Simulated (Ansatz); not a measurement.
C4HF7O (`FC1OC(F)(F)C(F)(F)C1(F)F`), relaxed with RKS PBE0-D4/def2-TZVP in Ansatz from a PBE-D4/def2-SVP geometry. The force threshold is 0.005 eV/Å; the program also tests the step.

Charge 0, multiplicity 1.

Start:

```xyz
13

F     1.904   -0.227   -1.442
C     0.828   -0.760   -0.804
O    -0.371   -0.307   -1.395
C    -1.008    0.655   -0.620
F    -2.320    0.608   -0.878
F    -0.556    1.901   -0.905
C    -0.651    0.283    0.847
F    -0.715    1.324    1.694
F    -1.481   -0.701    1.266
C     0.789   -0.287    0.685
F     1.692    0.691    0.902
F     1.024   -1.314    1.533
H     0.865   -1.866   -0.884
```

Q: How much energy does the relaxation release, and in how many steps? (An estimate is asked.)

A: Computed: 6.32 kJ/mol, in 11 steps.

Q: Which bonds change most? (An estimate is asked.)

A: The calculation gave: C2–H13 from 1.110 to 1.091 Å; C10–F11 from 1.349 to 1.332 Å; C7–F9 from 1.355 to 1.338 Å; C4–F6 from 1.355 to 1.339 Å.

Q: Give the relaxed structure. (An estimate is asked.)

A: The calculation gave: 
```xyz
13

F     1.840   -0.089   -1.434
C     0.833   -0.729   -0.803
O    -0.395   -0.369   -1.358
C    -1.011    0.617   -0.624
F    -2.311    0.568   -0.857
F    -0.565    1.833   -0.966
C    -0.637    0.310    0.845
F    -0.652    1.382    1.629
F    -1.488   -0.604    1.326
C     0.777   -0.315    0.692
F     1.714    0.584    0.990
F     0.932   -1.383    1.484
H     0.965   -1.805   -0.924
```
